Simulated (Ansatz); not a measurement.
AlFH6N2Si can be A, `N[SiH2][Al]([NH2])[F]`, or B, `N[SiH2][NH][AlH][F]`.

Program: Ansatz. Geometries: PBE0-D4/def2-TZVP. ΔE: electronic, gas phase. CBS: MP2 limit from def2 TZ/QZ plus the TZ coupled-cluster correction, frozen cores. DFT in def2-TZVPP. B3LYP here is the variant with VWN-RPA as its local correlation; programs differ in this. Each species was taken in one conformer, which may not be the lowest.

A:

```xyz
11

N    -0.6924   -1.7660    0.3734
Si   -0.1993   -0.4122    1.3390
Al    0.4327    1.3833   -0.1923
N     0.6905    1.0631   -1.9052
F     0.6152    2.9466    0.3218
H    -1.3930   -1.6257   -0.3373
H    -0.8297   -2.6592    0.8220
H     0.9738   -0.8655    2.1407
H    -1.2057    0.0559    2.3456
H     0.9391    1.7426   -2.6061
H     0.6689    0.1371   -2.3016
```

B:

Z-matrix (Å, degrees):
```
Si
N 1 1.726
N 1 1.714 2 110.8
H 1 1.489 2 113.2 3 -116.2
H 1 1.488 2 104.3 3 125.1
Al 2 1.770 1 131.2 3 -128.7
H 2 1.014 1 113.4 3 52.0
H 3 1.007 1 119.8 2 -145.0
H 3 1.007 1 121.9 2 66.4
F 6 1.648 2 119.0 1 2.0
H 6 1.571 2 122.2 1 -178.7
```

Which isomer does CCSD(T)/CBS put lower? Give the gap. (Estimate.)

The calculation gave: B, by 74.2 kJ/mol.

Give E(B) − E(A) in kJ/mol with HF/def2-TZVPP, r2SCAN-D4, CCSD(T)/def2-TZVPP, PBE0-D4, B3LYP-D4, CCSD/def2-TZVPP, MP2/def2-TZVPP. (An estimate is asked.)

Ansatz gave: HF/def2-TZVPP -86.8, r2SCAN-D4 -70.0, CCSD(T)/def2-TZVPP -74.4, PBE0-D4 -59.8, B3LYP-D4 -70.7, CCSD/def2-TZVPP -75.6, MP2/def2-TZVPP -82.9. None reverses the order clearly.

Largest T1 diagnostic: 0.012.

From PBE to PBE0 (25 % exact exchange), in def2-TZVPP and without D4, E(B) − E(A) moves by −7.4 kJ/mol. In def2-TZVPP, CCSD(T) changes the Hartree–Fock value by +12.4 kJ/mol (the triples alone add +1.1 kJ/mol) and MP2 by +3.9 kJ/mol.
